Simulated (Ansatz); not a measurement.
`CS[SiH](C)S` → `CSC` + `[SiH]S` at 700 K and 1 bar (silylene formation by 1,1-elimination).

Computed with Ansatz on PBE0-D4/def2-TZVP structures; ΔE is electronic, products minus reactants. CBS: MP2 limit from def2 TZ/QZ plus the TZ coupled-cluster correction, frozen cores. This one scheme is used for every species. One conformer a species, not always the lowest.

```
      species  CCSD(T)/CBS energy (Eh)  H − E (kJ/mol)  S (J/(mol·K))
`CS[SiH](C)S`              -1165.62487           345.9          532.9
        `CSC`               -477.48821           254.3          365.4
     `[SiH]S`               -688.02937            79.2          304.9
```

H − E and S are ideal-gas, rigid-rotor, harmonic terms from PBE0-D4/def2-TZVP, for one conformer and one mirror image of each species. 1 Eh = 2625.50 kJ/mol, R = 8.31446 J/(mol·K).

**Question.** By hand: ΔE, ΔH, ΔS and ΔG.

**Answer.** ΔE = (-477.48821) + (-688.02937) − (-1165.62487) = 0.10729 Eh = 281.7 kJ/mol. Δ(H − E) = 254.3 + 79.2 − 345.9 = -12.4, so ΔH = 269.3 kJ/mol. ΔS = 365.4 + 304.9 − 532.9 = 137.4 J/(mol·K). ΔG = 269.3 − 700 × (137.4)/1000 = 173.1 kJ/mol.

**Question.** By hand: the equilibrium constant, and the temperature at which ΔG would vanish if ΔH and ΔS stayed fixed.

**Answer.** log₁₀ K = −ΔG/(RT ln 10) = -12.9. ΔG = 0 at ΔH/ΔS = 1960 K.

The number of gas molecules changes by +1, which sets the sign of ΔS. A doubt of 5 kJ/mol in ΔE shifts log₁₀ K by 0.4 here. Other conformers and mirror images would add mixing entropy, several J/(mol·K) or more a flexible species. These are equilibria of isolated gas molecules and say nothing of rates. Largest T1 diagnostic: 0.016 (customary marks: 0.02 for closed shells, 0.045 for open ones).
